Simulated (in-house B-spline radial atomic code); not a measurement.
A calculation on Si V (Si4+) (an excited or competing configuration): its settings, and results tabulated from the run. Computed with a B-spline radial code for spherical atoms: non-relativistic TPSSh, spin-polarised, spherical fractional occupations, point nucleus.

In the input, 3d5,1 would mean five up and one down electron.

Command:
```bash
python run_scf.py task.json out
```
Settings:
```
Z                14
configuration    1s2 2s2 2p2,3 3s1,0
hamiltonian      nr
method           tpssh
spin_polarised   True
```

Output (hartree, bohr):
```
 radial grid: 43 intervals, B-splines of order 8, outer radius 14.6809 bohr

 iter        energy (Eh)    residual
    1        -281.692334    2.03e-02
    2        -281.693503    1.08e-03
    3        -281.693505    6.04e-04
    4        -281.693505    3.37e-04
    5        -281.693505    3.87e-05
    6        -281.693505    2.07e-06
    7        -281.693505    2.22e-07
    8        -281.693505    1.69e-08

 total energy                      -281.69351
 kinetic                             281.3735
 electron-nucleus                   -645.3384
 Hartree                             100.8988
 exact exchange                       -1.7762
 exchange-correlation                -16.8513

 orbital      occ     eigenvalue          <r>       <r^2>       <1/r>       <r^4>     <1/r^2>       r_max
 1s up      1.000       -69.1597     0.111374   0.0166787     13.5894 0.000718195      372.93     0.07297
 1s down    1.000       -69.2214      0.11149   0.0167173     13.5792 0.000722042     372.489       0.073
 2s up      1.000        -7.8556     0.551706    0.361548     2.64712    0.235713     28.9155      0.4478
 2s down    1.000        -7.9857     0.548472     0.35683     2.66436    0.227871     29.3164      0.4465
 2p up      2.000        -6.2088     0.513499    0.328891     2.54465    0.231213     9.08291      0.3788
 2p down    3.000        -6.3907     0.507597    0.320341     2.56642    0.216371     9.21219      0.3765
 3s up      1.000        -2.1170      1.66721     3.15364    0.827019     14.9542     4.14753       1.506
```

Cost of the run: 0.11 s on 1 thread of Arm Neoverse V1, with other jobs on the host.

Caution: exact exchange at fractional occupations of open shells leaves self-interaction of up to several eV.
